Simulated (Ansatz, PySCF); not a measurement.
Reaction R1 + R2 → P1 + P2, each structure at its B3LYP-D3(BJ)/def2-TZVP stationary point, reached from a drawn start (curvature not checked).
R1: H7NSi2 (SMILES [SiH3]N[SiH3]), charge 0, multiplicity 1.
R2, H2O (SMILES O) (charge 0, multiplicity 1):
```xyz
3

O      0.00000     0.00000     0.38961
H      0.00000     0.76499    -0.19486
H      0.00000    -0.76499    -0.19486
```
P1, H5NSi (SMILES N[SiH3]) (charge 0, multiplicity 1):
```xyz
7

N      1.0069    -0.2015     0.2812
Si    -0.6400     0.1602    -0.0772
H      1.7458     0.3665    -0.1028
H      1.3058    -1.1590     0.3799
H     -1.4893    -0.6276     0.8456
H     -0.8435     1.6114     0.1373
H     -1.0856    -0.1500    -1.4639
```
P2: H4OSi (SMILES O[SiH3]), charge 0, multiplicity 1.

P less R. No zero-point or thermal terms.

Cores are frozen in the correlated methods. CBS: X⁻³ extrapolation of the correlation energy, Hartree–Fock from the larger set.

Programs: Ansatz (a quantum-chemistry and plane-wave program); PySCF for the D3/D4 terms. No computed number here is a measurement.

Problem. Estimate the reaction energy that CCSD/cc-pV(Q+d)Z returns for this input.

Solution. -7.4 kcal/mol

Problem. Predict the reaction energy from r2SCAN-D3(BJ)/def2-TZVPP.

Solution. -7.7 kcal/mol

Problem. What is the computed reaction energy (MP2/CBS(cc-pV(T+d)Z, cc-pV(Q+d)Z))?

Solution. -6.9 kcal/mol
